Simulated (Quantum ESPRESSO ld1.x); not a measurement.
Results of a calculation; reference values are marked as such.
Mo IV, configuration [Kr] 4d2.5 5s0.5 (fractional occupations, a model configuration). Level of theory: Dirac Kohn-Sham, LDA (Slater exchange, Perdew-Zunger correlation), spin-unpolarised, spherical densities, point nucleus; open shells are shared between the two j in proportion to 2j + 1 (ld1.x of Quantum ESPRESSO 7.5).

Unscreened Slater integrals over Kohn-Sham orbitals (cm^-1). Large and small components are both included.

\begin{tabular}{lr}
integral & value \\ \hline
F0(5s1/2,5s1/2) & 74361 \\
F0(5s1/2,4d5/2) & 87521 \\
G2(5s1/2,4d5/2) & 17863 \\
F0(5s1/2,4d3/2) & 87653 \\
G2(5s1/2,4d3/2) & 17558 \\
F0(5s1/2,4p3/2) & 91638 \\
G1(5s1/2,4p3/2) & 7881.0 \\
F0(5s1/2,4p1/2) & 91938 \\
G1(5s1/2,4p1/2) & 7588.7 \\
F0(4d5/2,4d5/2) & 124650 \\
F2(4d5/2,4d5/2) & 63095 \\
F4(4d5/2,4d5/2) & 41424 \\
F0(4d5/2,4d3/2) & 125120 \\
F2(4d5/2,4d3/2) & 63316 \\
G2(4d5/2,4d3/2) & 63295 \\
G4(4d5/2,4d3/2) & 41555 \\
F0(4d5/2,4p3/2) & 139850 \\
F2(4d5/2,4p3/2) & 68954 \\
G1(4d5/2,4p3/2) & 86080 \\
G3(4d5/2,4p3/2) & 52632 \\
F0(4d5/2,4p1/2) & 140990 \\
G3(4d5/2,4p1/2) & 52056 \\
F0(4d3/2,4d3/2) & 125580 \\
F2(4d3/2,4d3/2) & 63545 \\
F0(4d3/2,4p3/2) & 140520 \\
F2(4d3/2,4p3/2) & 69468 \\
G1(4d3/2,4p3/2) & 86927 \\
G3(4d3/2,4p3/2) & 53159 \\
F0(4d3/2,4p1/2) & 141680 \\
G1(4d3/2,4p1/2) & 86142 \\
F0(4p3/2,4p3/2) & 162650 \\
F2(4p3/2,4p3/2) & 85538 \\
F0(4p3/2,4p1/2) & 164530 \\
G2(4p3/2,4p1/2) & 86356 \\
F0(4p1/2,4p1/2) & 166500 \\
\end{tabular}
